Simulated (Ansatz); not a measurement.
Breaking the Br1–Br2 bond in Br2 (multiplicity 1 held). Energies count from the point at 2.316 Å.


Signs of static correlation in cc-pVTZ, with CASSCF(14,8), from Ansatz (a quantum-chemistry and plane-wave program) runs.

```tsv
R (Å)	T1 of restricted CCSD	⟨S²⟩ of UHF	largest double amplitude of restricted CCSD	weight of the CASSCF reference in MRCISD	CASSCF natural occupations
1.853	0.007	0.000	0.036	0.899	2.00 2.00 2.00 2.00 2.00 2.00 1.99 0.02
2.084	0.007	0.000	0.068	0.897	2.00 2.00 2.00 2.00 2.00 2.00 1.97 0.03
2.316	0.008	0.000	0.109	0.896	2.00 2.00 2.00 2.00 2.00 2.00 1.95 0.06
2.547	0.009	0.301	0.161	0.895	2.00 2.00 2.00 2.00 2.00 2.00 1.89 0.11
2.779	0.011	0.685	[?]	0.895	2.00 2.00 2.00 2.00 2.00 2.00 1.80 0.20
3.126	0.014	0.907	0.328	0.896	2.00 2.00 2.00 2.00 2.00 2.00 1.61 0.39
3.474	0.018	0.993	[?]	0.896	2.00 2.00 2.00 2.00 2.00 2.00 1.41 0.60
4.053	0.022	1.017	0.593	0.897	2.00 2.00 2.00 2.00 2.00 2.00 1.14 0.86
4.631	0.023	1.017	0.684	0.897	2.00 2.00 2.00 2.00 2.00 2.00 1.00 1.00
5.326	0.022	1.017	0.735	0.897	2.00 2.00 2.00 2.00 2.00 2.00 1.00 1.00
6.252	0.021	1.017	0.762	0.897	2.00 2.00 2.00 2.00 2.00 2.00 1.00 1.00
7.410	0.020	1.017	0.775	0.897	2.00 2.00 2.00 2.00 2.00 2.00 1.00 1.00
9.263	0.020	1.017	0.785	0.897	2.00 2.00 2.00 2.00 2.00 2.00 1.00 1.00
```

### Question
Complete the blanks.

### Answer

- 2.779, largest double amplitude of restricted CCSD: 0.221
- 3.474, largest double amplitude of restricted CCSD: 0.440

Doubts at one or more of the structures used: a restricted determinant that unrestricted orbitals would lower (R-CCSD(T)/cc-pVTZ); other coupled-cluster roots lie near (R-CCSD(T)/cc-pVTZ); a spin-contaminated determinant (U-CCSD(T)/cc-pVTZ); T1 above 0.05 (U-CCSD(T)/cc-pVTZ); the program's own flag: other amplitudes (U-CCSD(T)/cc-pVTZ).
